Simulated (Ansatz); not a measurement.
A search over several starts for the lowest SCF solution of ZnI2 at the given spin, in a small basis.

```yaml
crystal:
  periodic: [false, false, false]
  atoms:
    - {symbol: Zn, position_ang: [0.000546, -0.000094, -0.000057]}
    - {symbol: I, position_ang: [0.021166, -1.297161, 2.057639]}
    - {symbol: I, position_ang: [-0.021721, 1.297255, -2.057592]}
basis:
  gaussian: {orbitals: def2-SVP}
hamiltonian: {xc: pbe0, dispersion: d4}
output: {orbitals: {seedname: orbitals}}
```

```sh
$ ansatz run in.yaml --threads 4 --pin off --events-out ev --progress --plain --max-ram 3916MiB
```

Output, abridged:

```
Functional definition: PBE0
968 factors; integrals over basis functions are off by at most 5.0e-4 eV
mean field evaluation 1: about -64610.1891 eV, gradient 2.8e1 eV
mean field evaluation 2: about -64608.7410 eV, gradient 4.1e1 eV
mean field evaluation 4: about -64611.6162 eV, gradient 4.8e-1 eV
mean field evaluation 8: about -64611.6904 eV, gradient 2.6e-3 eV
mean field -64611.69040564 eV, -2374.4358270306 hartree, gradient 2.6e-5 eV, S^2 0.000000; 0 other end points of the search recorded, 0 dependent functions left out
reference -64611.69043137 eV, -2374.4358279762 hartree; 40, 40 occupied and 43, 43 virtual orbitals, 968 factors
Total energy: -64611.77299573 eV, -2374.4388621602 hartree
```

Hardware: 4 threads of Arm Neoverse V1 on a shared host. Wall time 1 s.

In the def2 sets I takes a core potential; there is no spin–orbit coupling. The structure comes from a short search, and lower isomers may exist.
